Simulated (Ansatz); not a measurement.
Consider the formal exchange of groups at a Ge–C bond: `C#[C][GeH3]` + `[Cl][InH][Cl]` → `[Cl][In]([Cl])[GeH3]` + acetylene.

Calculated with Ansatz (gas phase, PBE0-D4/def2-TZVP geometries, no zero-point term in ΔE). CBS: MP2 limit from def2 TZ/QZ plus the TZ coupled-cluster correction, frozen cores. This one scheme is used for every species. DFT in def2-TZVPP. HSE06 is defined as in plane-wave codes. def2 core potentials past Kr. For Ge, In outer-core shells are correlated without core-valence functions, which leaves a few kJ/mol of doubt a bond. Scalar relativity is left out up to krypton.

```csv
level,ΔE (kcal/mol)
HSE06-D4,-12.5
BHLYP-D4,-12.2
CAM-B3LYP,-11.0
HF/def2-SVP,-10.0
MP2/def2-SVP,-10.9
CCSD(T)/def2-SVP,-11.7
CCSD/def2-TZVPP,-10.1
CCSD/CBS(def2),-12.1
```

What does CCSD(T)/CBS give? (An estimate is asked.)

Computed: -12.1 kcal/mol. The listed levels differ from it by -0.4, -0.1, 1.1, 2.1, 1.2, 0.4, 2.0, 0.0 kcal/mol.

Largest T1 diagnostic among the species: 0.013.

From BLYP to BHLYP (50 % exact exchange), in def2-TZVPP and without D4, ΔE moves by +1.9 kcal/mol. In def2-TZVPP, CCSD(T) changes the Hartree–Fock value by −1.3 kcal/mol (the triples alone add +0.1 kcal/mol) and MP2 by −1.9 kcal/mol. Leaving LDA and LC-ωPBE aside and taking each functional with its dispersion term where it has one, the values, not all of them listed here, spread over 4.8 kcal/mol, from BLYP-D4 to B97M-V.
